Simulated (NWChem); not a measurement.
Molecule: SiH₃Cl; SMILES Cl[SiH3]

Program: NWChem. Pople sets run with spherical d functions. Each level has its own optimisation; frequencies are unscaled.

```json
[
 {"level": "Hartree-Fock/STO-3G", "r Cl–Si (Å)": "2.088", "r H–Si (Å)": "1.422", "highest harmonic frequency (cm⁻¹)": "2929", "lowest (cm⁻¹)": "647", "zero-point energy (kcal/mol)": "20.7", "dipole (D)": "3.06"},
 {"level": "Hartree-Fock/3-21G", "r Cl–Si (Å)": "2.191", "r H–Si (Å)": "1.475", "highest harmonic frequency (cm⁻¹)": "2357", "lowest (cm⁻¹)": "475", "zero-point energy (kcal/mol)": "17.0", "dipole (D)": "3.53"},
 {"level": "Hartree-Fock/6-31G*", "r Cl–Si (Å)": "2.067", "r H–Si (Å)": "1.468", "highest harmonic frequency (cm⁻¹)": "2430", "lowest (cm⁻¹)": "569", "zero-point energy (kcal/mol)": "17.8", "dipole (D)": "2.06"},
 {"level": "B3LYP/6-31G*", "r Cl–Si (Å)": "2.077", "r H–Si (Å)": "1.481", "highest harmonic frequency (cm⁻¹)": "2293", "lowest (cm⁻¹)": "538", "zero-point energy (kcal/mol)": "16.6", "dipole (D)": "1.78"},
 {"level": "LDA (Slater exchange, VWN5)/def2-SVP", "r Cl–Si (Å)": "2.060", "r H–Si (Å)": "1.502", "highest harmonic frequency (cm⁻¹)": "2186", "lowest (cm⁻¹)": "561", "zero-point energy (kcal/mol)": "15.8", "dipole (D)": "1.17"},
 {"level": "PBE/def2-SVP", "r Cl–Si (Å)": "2.080", "r H–Si (Å)": "1.501", "highest harmonic frequency (cm⁻¹)": "2191", "lowest (cm⁻¹)": "542", "zero-point energy (kcal/mol)": "15.9", "dipole (D)": "1.24"},
 {"level": "BLYP/def2-SVP", "r Cl–Si (Å)": "2.094", "r H–Si (Å)": "1.497", "highest harmonic frequency (cm⁻¹)": "2186", "lowest (cm⁻¹)": "…", "zero-point energy (kcal/mol)": "15.9", "dipole (D)": "1.23"},
 {"level": "PBE0/def2-SVP", "r Cl–Si (Å)": "2.068", "r H–Si (Å)": "1.489", "highest harmonic frequency (cm⁻¹)": "2265", "lowest (cm⁻¹)": "560", "zero-point energy (kcal/mol)": "16.4", "dipole (D)": "1.38"}
]
```

Q: What belongs in the gaps?

A: 
- BLYP/def2-SVP, lowest (cm⁻¹): 525
